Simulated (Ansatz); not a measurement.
Relaxation of BF₂H₂Si (6 atoms, charge 0, multiplicity 2), to a largest force component of 0.02 eV/Å in at most 50 steps.

All numbers below come from Ansatz, UHF/STO-3G.

```xyz
6
Properties=species:S:1:pos:R:3:forces:R:3
F -1.496 1.649 1.061 0.27 -0.67 -0.17
B -1.124 0.423 0.834 -0.69 1.23 0.48
Si 0.358 -0.241 -0.235 1.96 -0.76 -0.95
F -0.090 -1.704 -0.775 -0.32 -0.62 -0.07
H 1.535 -0.511 0.596 -0.80 0.56 -0.44
H 0.816 0.383 -1.480 -0.42 0.26 1.14
```

Task: Where does it end, and by what steps?

Result: The run converged. The force dipped under the threshold on the way, but the program's further checks kept it going. Limits of this set-up: minimal basis. After 13 steps the energy has fallen by 0.195 eV; F1 moved furthest, 0.25 Å.

```json
{"step": "0", "energy less start (eV)": "0.0000", "largest force component (eV/Å)": "1.962", "accepted": "yes"}
{"step": "1", "energy less start (eV)": "-0.1698", "largest force component (eV/Å)": "0.548", "accepted": "yes"}
{"step": "2", "energy less start (eV)": "-0.1890", "largest force component (eV/Å)": "0.138", "accepted": "yes"}
{"step": "3", "energy less start (eV)": "-0.1908", "largest force component (eV/Å)": "0.045", "accepted": "yes"}
{"step": "4", "energy less start (eV)": "-0.1907", "largest force component (eV/Å)": "0.427", "accepted": "no"}
{"step": "5", "energy less start (eV)": "-0.1923", "largest force component (eV/Å)": "0.076", "accepted": "yes"}
{"step": "6", "energy less start (eV)": "-0.1890", "largest force component (eV/Å)": "0.816", "accepted": "no"}
{"step": "7", "energy less start (eV)": "-0.1939", "largest force component (eV/Å)": "0.036", "accepted": "yes"}
{"step": "8", "energy less start (eV)": "-0.1948", "largest force component (eV/Å)": "0.028", "accepted": "yes"}
{"step": "9", "energy less start (eV)": "-0.1907", "largest force component (eV/Å)": "0.696", "accepted": "no"}
{"step": "10", "energy less start (eV)": "-0.1953", "largest force component (eV/Å)": "0.006", "accepted": "yes"}
{"step": "11", "energy less start (eV)": "-0.1954", "largest force component (eV/Å)": "0.080", "accepted": "yes"}
{"step": "12", "energy less start (eV)": "-0.1905", "largest force component (eV/Å)": "0.595", "accepted": "no"}
{"step": "13", "energy less start (eV)": "-0.1955", "largest force component (eV/Å)": "0.004", "accepted": "yes"}
```

```xyz
6
Properties=species:S:1:pos:R:3
F -1.273 1.649 1.164
B -1.240 0.463 0.654
Si 0.333 -0.324 -0.259
F 0.005 -1.836 -0.773
H 1.460 -0.399 0.614
H 0.714 0.447 -1.399
```

Whether the end is a true minimum wasn't checked by a vibrational analysis.

Run time: 8.9 s on 1 thread of Arm Neoverse V2, on a shared host, peak memory 0.1 GiB.
